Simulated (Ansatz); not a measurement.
Reaction (redistribution): `[SiH3][SiH2][O][SnH3]` + `CS[SiH2]O` → `O[SiH2]S[SiH2][SiH3]` + `C[O][SnH3]`

Calculated with Ansatz (gas phase, PBE0-D4/def2-TZVP geometries, no zero-point term in ΔE). CCSD(T)/CBS is the MP2 limit (def2-TZVPP, def2-QZVPP) plus CCSD(T) − MP2 in def2-TZVPP, frozen cores. Functionals use def2-TZVPP. B3LYP here is the variant with VWN-RPA as its local correlation; programs differ in this. Elements past krypton have def2 core potentials. For Sn outer-core shells are correlated without core-valence functions, which leaves a few kJ/mol of doubt a bond. Each species was taken in one conformer, which may not be the lowest.

| level | ΔE (kcal/mol) | difference from CCSD(T)/CBS |
| --- | --- | --- |
| PBE-D4 | 16.4 | -3.8 |
| r2SCAN-D4 | 18.9 | -1.3 |
| PBE0-D4 | 17.5 | -2.7 |
| ωB97X-V | 19.5 | -0.7 |
| B2PLYP | 21.2 | 1.0 |
| PBE | 17.2 | -3.0 |
| r2SCAN | 19.1 | -1.1 |
| PBE0 | 18.3 | -1.9 |
| B3LYP | 21.0 | 0.8 |
| HF/def2-TZVPP | 23.8 | 3.6 |
| MP2/def2-TZVPP | 20.7 | 0.5 |
| SCS-MP2/def2-TZVPP | 21.4 | 1.2 |
| CCSD/def2-TZVPP | 21.0 | 0.8 |
| CCSD(T)/def2-TZVPP | 20.3 | 0.1 |
| MP2/def2-QZVPP | 20.8 | 0.6 |
| SCS-MP2/def2-QZVPP | 21.6 | 1.4 |
| CCSD(T)/CBS | 20.2 | 0 |

Largest T1 diagnostic among the species: 0.014.

In def2-TZVPP, CCSD(T) changes the Hartree–Fock value by −3.5 kcal/mol (the triples alone add −0.7 kcal/mol) and MP2 by −3.1 kcal/mol. The D4 term adds −1.4 kcal/mol with B3LYP and −0.8 kcal/mol with PBE0; it sums over pairs of atoms, weighted by their polarisabilities, and B3LYP, whose exchange is more repulsive, gets the larger term.
